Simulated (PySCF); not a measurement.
CHF, SMILES [CH]F (connectivity only; charge and spin as stated), neutral, multiplicity 1.

Geometry optimised at PBE-D3(BJ)/def2-TZVPD. The isomer is the one that the SMILES or the coordinates give; other isomers of the formula were not compared.

Computed with HF/def2-TZVPD (PySCF).

Symmetry labels are those of the subgroup Cs that the program uses (full group Cs).

Computed valence orbital energies around the gap with their symmetry:
```csv
orbital,symmetry,energy (eV)
HOMO−7,A',-717.17
HOMO−6,A',-309.54
HOMO−5,A',-45.56
HOMO−4,A',-25.17
HOMO−3,A',-20.69
HOMO−2,A",-19.36
HOMO−1,A',-18.09
HOMO,A',-11.25
LUMO,A",1.53
LUMO+1,A',2.03
LUMO+2,A',3.30
LUMO+3,A',3.73
```
